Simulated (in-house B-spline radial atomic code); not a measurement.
Successive ionisation energies of platinum; each step leads to the configuration of the next row (after the last: [Kr] 4d3/2(2)). Dirac energy differences include first-order Breit, QED and recoil terms. NIST's values go from ground level to ground level; the uncertainty of those that are theory runs from under 0.1 % in few-electron ions to several per cent in heavy many-electron ones. Computed with an all-electron radial atomic-structure program (B-spline basis): Dirac-Hartree-Fock, jj configuration that fills j = l - 1/2 first, finite nuclei.

A number in brackets counts the electrons of a j subshell.

| ion | configuration | ionisation energy (eV) | tabulated value (eV) | computed minus tabulated (eV) | highest orbital | largest mean radius (bohr) |
| --- | --- | --- | --- | --- | --- | --- |
| Pt33+ | [Kr] 4d3/2(4) 4d5/2(5) | 1456.2 | 1454 | 2.2 | 4d5/2 | 0.41199 |
| Pt34+ | [Kr] 4d3/2(4) 4d5/2(4) | ? | ? | ? | ? | ? |
| Pt35+ | [Kr] 4d3/2(4) 4d5/2(3) | 1566.4 | 1567 | -0.6 | 4d5/2 | 0.40711 |
| Pt36+ | [Kr] 4d3/2(4) 4d5/2(2) | ? | ? | ? | ? | ? |
| Pt37+ | [Kr] 4d3/2(4) 4d5/2(1) | 1679.1 | 1680 | -0.9 | 4d5/2 | 0.40285 |
| Pt38+ | [Kr] 4d3/2(4) | 1763.2 | 1763 | 0.2 | 4d3/2 | 0.40075 |
| Pt39+ | [Kr] 4d3/2(3) | 1821.7 | 1821 | 0.7 | 4d3/2 | 0.39851 |

**Question.** Fill in the row of Pt34+.

**Answer.** ionisation energy (eV): 1511.0; tabulated value (eV): 1509; computed minus tabulated (eV): 2.0; highest orbital: 4d5/2; largest mean radius (bohr): 0.40927.

**Question.** Fill in the row of Pt36+.

**Answer.** ionisation energy (eV): 1622.5; tabulated value (eV): 1624; computed minus tabulated (eV): -1.5; highest orbital: 4d5/2; largest mean radius (bohr): 0.40497.
